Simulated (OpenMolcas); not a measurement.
Co7+, Rh7+, Ir7+: d² down the group

```
Program             : OpenMolcas
Method              : CASSCF
Basis               : ANO-RCC-VTZP
Scalar Hamiltonian  : DKH2, point nucleus
Spin-orbit coupling : RASSI with atomic mean-field integrals over the reference wave functions, term energies averaged over their components
```

Active space for each ion: 2 electrons in 5 orbitals (d).

Computed levels in cm-1 above ³F₂:

| Level | Co7+ | Rh7+ | Ir7+ |
| --- | --- | --- | --- |
| ³F₃ | 1369 | 3446 | 12736 |
| ³F₄ | 3070 | 7191 | 22385 |
| ³P₀ | 26484 | 18576 | 19726 |
| ³P₁ | 26991 | 20108 | 27691 |
| ³P₂ | 28180 | 23924 | 41777 |
| ¹G₄ | 35303 | 27093 | 38921 |
| ¹S₀ | 84805 | 61332 | 71762 |
| weight of ³F in the lowest level (%) | 100 | 97 | 88 |

Mixed levels, with the weight of the term that names them: Rh7+ ³P₂ (70 %), Ir7+ ³P₂ (55 %).

Measured, with the error of the calculation in %. Measured levels: Co7+ from Sugar and Corliss, J. Phys. Chem. Ref. Data 10, 1097 (1981); Ir7+ from van het Hof, Joshi, Wyart and Sugar, J. Res. Natl. Inst. Stand. Technol. 100, 687 (1995).

```
Level           Co7+           Ir7+
  ³F₃    1430 (-4.3)   12672 (+0.5)
  ³F₄    3144 (-2.3)   21615 (+3.6)
  ³P₀  22304 (+18.7)  17254 (+14.3)
  ³P₁  22839 (+18.2)   25221 (+9.8)
  ³P₂  24055 (+17.2)               
  ¹G₄   32360 (+9.1)   36253 (+7.4)
  ¹S₀  74247 (+14.2)  65022 (+10.4)
```

The fine-structure level ³F₄ changes by a factor of 7.29 from Co7+ to Ir7+.

Without spin-orbit coupling ³P lies 25622, 16662, 14955 cm-1 above ³F in that order; the difference to the level ³P₀, of either sign, comes from spin-orbit coupling, which also lowers the zero.

Without dynamic correlation excited terms often stand tens of per cent too high (terms of higher spin than the ground term too low), and those without a measured partner can miss by more than the paired ones. Measured partners are found by configuration, term and J. A level has none where our copy of the source lacks it or the pairing is in doubt (some pairs that miss far off the trend of their configuration count as doubtful), and it then counts in no deviation. Only configurations of the active space appear.
